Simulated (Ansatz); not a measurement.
One change: `C[BH][Al]([OH])[F]` becomes `[OH][Al]([F])[CH2][SeH]`.

Ansatz, PBE0-D4/def2-TZVP geometries, multiplicity 1. Each molecule was computed in one conformer, which needn't be the lowest.

Scalar relativity is left out up to krypton.

```json
{"property": "LUMO energy (ωB97M-V/def2-TZVPP) / eV", "`C[BH][Al]([OH])[F]`": "-0.42"}
{"property": "HOMO–LUMO gap (B3LYP/def2-TZVPP) / eV", "`C[BH][Al]([OH])[F]`": "4.99"}
{"property": "LUMO energy (B3LYP/def2-TZVPP) / eV", "`C[BH][Al]([OH])[F]`": "-2.54"}
{"property": "size of the dipole moment (B3LYP/def2-TZVPP) / D", "`C[BH][Al]([OH])[F]`": "1.42"}
{"property": "HOMO–LUMO gap (PBE0/def2-TZVPP) / eV", "`C[BH][Al]([OH])[F]`": "5.36"}
{"property": "LUMO energy (PBE0/def2-TZVPP) / eV", "`C[BH][Al]([OH])[F]`": "-2.35"}
```

**Question.** What does the change do to each property? (Best estimate.)

**Answer.** The calculation gave: 
```csv
property,`[OH][Al]([F])[CH2][SeH]`,shift
LUMO energy (ωB97M-V/def2-TZVPP) / eV,0.98,1.40
HOMO–LUMO gap (B3LYP/def2-TZVPP) / eV,5.76,0.77
LUMO energy (B3LYP/def2-TZVPP) / eV,-1.01,1.53
size of the dipole moment (B3LYP/def2-TZVPP) / D,1.30,-0.12
HOMO–LUMO gap (PBE0/def2-TZVPP) / eV,6.25,0.89
LUMO energy (PBE0/def2-TZVPP) / eV,-0.74,1.61
```

With PBE0 the HOMO rises by 0.72 eV and the LUMO rises by 1.61 eV, so the gap widens by about 0.89 eV. PBE moves the HOMO by 0.67 eV and ωB97M-V by 0.74 eV. Dipoles are sizes alone; their direction can turn.

B3LYP here is the variant with VWN-RPA as its local correlation; programs differ in this.

Spin–orbit coupling is left out; it splits and shifts lone-pair levels of the heavy atoms by tenths of an eV.
